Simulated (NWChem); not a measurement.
System: GaHOBrCl; SMILES [OH][Ga]([Cl])[Br]

Input file for NWChem:

```
start job
memory heap 200 mb stack 900 mb global 1100 mb
geometry units angstroms noautoz
  Ga     0.377925    -0.421438     0.000000
  Cl    -0.931899    -2.130686     0.000000
  Br    -0.444451     1.698961     0.000000
  O      2.151840    -0.649179     0.000000
  H      2.377704    -1.599890     0.000000
end
basis spherical
  * library def2-svp
end
dft
  xc xcamb88 1.00 lyp 1.0 hfexch 1.00
  cam 0.33 cam_alpha 0.0 cam_beta 1.0
  iterations 150
  mulliken
end
task dft energy
```

All runs use the structure optimised with PBE-D3(BJ)/def2-SVP.

Task: Give the results of this calculation. (LC-BLYP (range parameter 0.33 per bohr)/def2-SVP.) Quantities: energy (Ha); highest occupied level (eV); orbital gap (eV); dipole (D).

Result: 
| Item | Result |
|---|---|
| energy (Ha) | -5033.43 |
| highest occupied level (eV) | -10.90 |
| orbital gap (eV) | 11.13 |
| dipole (D) | 1.37 |
